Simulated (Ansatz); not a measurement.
Ansatz (a program for electronic structure) input (B3LYP-D3(BJ)/def2-TZVP):

Ansatz 0.2 input:
```yaml
crystal:
  periodic: [false, false, false]
  atoms:
    - {symbol: C, position_ang: [-1.53713244, 0.19986914, 0.16677437]}
    - {symbol: C, position_ang: [-1.06197621, -1.14772818, -0.38797830]}
    - {symbol: C, position_ang: [0.37808632, -1.17253094, -0.05503193]}
    - {symbol: C, position_ang: [0.87836927, 0.15789455, 0.36220303]}
    - {symbol: C, position_ang: [-0.30358531, 1.09506754, 0.05645829]}
    - {symbol: N, position_ang: [2.07858395, 0.57148066, -0.36263627]}
    - {symbol: H, position_ang: [-1.81809232, 0.08577575, 1.21536112]}
    - {symbol: H, position_ang: [-2.39130280, 0.60212644, -0.37586790]}
    - {symbol: H, position_ang: [-1.61059034, -1.99789402, 0.02963825]}
    - {symbol: H, position_ang: [-1.21069645, -1.18389482, -1.47730093]}
    - {symbol: H, position_ang: [1.01206830, -2.02733147, -0.19057138]}
    - {symbol: H, position_ang: [1.06699868, 0.15293374, 1.46097163]}
    - {symbol: H, position_ang: [-0.34552199, 1.95258743, 0.72651550]}
    - {symbol: H, position_ang: [-0.18499357, 1.45387923, -0.96620420]}
    - {symbol: H, position_ang: [2.46374318, 1.41609534, 0.04757795]}
    - {symbol: H, position_ang: [2.78749115, -0.15195410, -0.31243557]}
basis:
  gaussian:
    orbitals: def2-TZVP
hamiltonian:
  xc: b3lyp
  dispersion: d3bj
magnetization: {spin_polarized: true, initial_magnetization: 1}
relax: {f_tol: 0.002, max_steps: 150}
```

End of the output:

```
0.36 GiB of the device are held for the grids
1.45 GiB of device memory are held for the factors and their scratch space
mean field: 1.75 GiB planned
mean field evaluation 64: about -6839.2612 eV, gradient 5.4e-1 eV
mean field -6839.26208865 eV, -251.3382459396 hartree, gradient 1.3e-5 eV, S^2 0.754348; 0 other end points of the search recorded, 0 dependent functions left out
the calculation of the forces begins
reference -6839.26238661 eV, -251.3382568894 hartree; 24, 23 occupied and 222, 223 virtual orbitals, 1495 factors
relax step   8: F+E_penalty+E_count = -6839.86837752 eV  Δ(F+E_penalty+E_count) = -2.195e-5 eV  max|allowed force component| = 4.220e-3 eV/Å  Δτ_max = 0.0089 Å  (35 SCF iters, accepted)
these checks for a lower state are left out or cut short: starts, cluster_reference, orbital_swaps, neighbouring_geometries, increment
integrals: 0.18 GiB planned
1495 factors; their error is unknown
0.36 GiB of the device are held for the grids
1.45 GiB of device memory are held for the factors and their scratch space
mean field: 1.75 GiB planned
mean field -6839.26209301 eV, -251.3382460997 hartree, gradient 1.3e-5 eV, S^2 0.754348; 0 other end points of the search recorded, 0 dependent functions left out
the calculation of the forces begins
reference -6839.26239096 eV, -251.3382570491 hartree; 24, 23 occupied and 222, 223 virtual orbitals, 1495 factors
relax step   9: F+E_penalty+E_count = -6839.86837887 eV  Δ(F+E_penalty+E_count) = -1.352e-6 eV  max|allowed force component| = 1.929e-3 eV/Å  Δτ_max = 0.0016 Å  (35 SCF iters, accepted)
integrals: 0.18 GiB planned
1495 factors; their error is unknown
0.36 GiB of the device are held for the grids
1.45 GiB of device memory are held for the factors and their scratch space
mean field: 1.75 GiB planned
mean field evaluation 96: about -6839.2621 eV, gradient 1.6e-3 eV
mean field -6839.26209301 eV, -251.3382460997 hartree, gradient 1.3e-5 eV, S^2 0.754348; 1 other end points of the search recorded, 0 dependent functions left out
the calculation of the forces begins
reference -6839.26239096 eV, -251.3382570491 hartree; 24, 23 occupied and 222, 223 virtual orbitals, 1495 factors
Total energy: -6839.86867682 eV, -251.3605376437 hartree
Atom 0 at    -1.538912     0.202290     0.181440 Å, force     0.000199     0.000497    -0.001929 eV/Å
Atom 1 at    -1.079319    -1.155744    -0.388325 Å, force     0.000031    -0.000065     0.001403 eV/Å
Atom 2 at     0.383549    -1.174701    -0.106058 Å, force     0.001582    -0.000125    -0.000127 eV/Å
Atom 3 at     0.883667     0.159334     0.343452 Å, force    -0.000186     0.000592    -0.000356 eV/Å
Atom 4 at    -0.300520     1.095245     0.036366 Å, force    -0.000901     0.000732     0.001230 eV/Å
Atom 5 at     2.114823     0.575659    -0.344001 Å, force     0.000344    -0.000765     0.000978 eV/Å
Atom 6 at    -1.798230     0.088772     1.237250 Å, force     0.000237    -0.000288    -0.000320 eV/Å
Atom 7 at    -2.414423     0.604788    -0.328506 Å, force    -0.000304     0.000359     0.000041 eV/Å
Atom 8 at    -1.618598    -2.005633     0.041885 Å, force     0.000055    -0.000351    -0.000050 eV/Å
Atom 9 at    -1.269669    -1.197850    -1.471861 Å, force    -0.000128     0.000392     0.000368 eV/Å
Atom 10 at     1.022855    -2.037110    -0.238785 Å, force     0.000236    -0.000767    -0.000341 eV/Å
Atom 11 at     1.029026     0.135293     1.441572 Å, force    -0.000283     0.000019    -0.000230 eV/Å
Atom 12 at    -0.325781     1.974681     0.682011 Å, force    -0.000032     0.000406     0.000034 eV/Å
Atom 13 at    -0.194815     1.435513    -0.996716 Å, force    -0.000164    -0.000198     0.000166 eV/Å
Atom 14 at     2.470792     1.431655     0.069411 Å, force    -0.000407    -0.000769    -0.000392 eV/Å
Atom 15 at     2.837003    -0.125814    -0.221663 Å, force    -0.000280     0.000331    -0.000474 eV/Å
Dipole moment:     0.034961    -0.018471     0.239433 e Å
```

It need not be the lowest isomer of its formula.
